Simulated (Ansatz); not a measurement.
`C#[C][Ge]([F])([F])[Cl]` and `C#[C][Ge]([F])([F])[F]` differ in one atom or group.

Ansatz, PBE0-D4/def2-TZVP geometries, multiplicity 1. 

Scalar relativity is left out up to krypton.

| property | `C#[C][Ge]([F])([F])[Cl]` |
| --- | --- |
| ideal-gas entropy at 298 K and 1 bar (rigid rotor, harmonic PBE0-D4/def2-TZVP) / J/(mol·K) | 366 |
| size of the dipole moment (B3LYP/def2-TZVPP) / D | 3.06 |
| HOMO energy (PBE/def2-TZVPP) / eV | -8.10 |
| HOMO energy (PBE0/def2-TZVPP) / eV | -9.40 |
| size of the dipole moment (ωB97M-V/def2-TZVPP) / D | 3.07 |
| LUMO energy (ωB97M-V/def2-TZVPP) / eV | 1.00 |

Problem. What does the change do to each property? (An estimate is asked.)

Solution. Ansatz gave: 
```tsv
property	`C#[C][Ge]([F])([F])[F]`	shift
ideal-gas entropy at 298 K and 1 bar (rigid rotor, harmonic PBE0-D4/def2-TZVP) / J/(mol·K)	345	-21
size of the dipole moment (B3LYP/def2-TZVPP) / D	3.48	0.42
HOMO energy (PBE/def2-TZVPP) / eV	-8.33	-0.23
HOMO energy (PBE0/def2-TZVPP) / eV	-9.64	-0.24
size of the dipole moment (ωB97M-V/def2-TZVPP) / D	3.47	0.40
LUMO energy (ωB97M-V/def2-TZVPP) / eV	1.00	0.00
```

Dipoles are sizes alone; their direction can turn.

B3LYP here is the variant with VWN-RPA as its local correlation; programs differ in this.
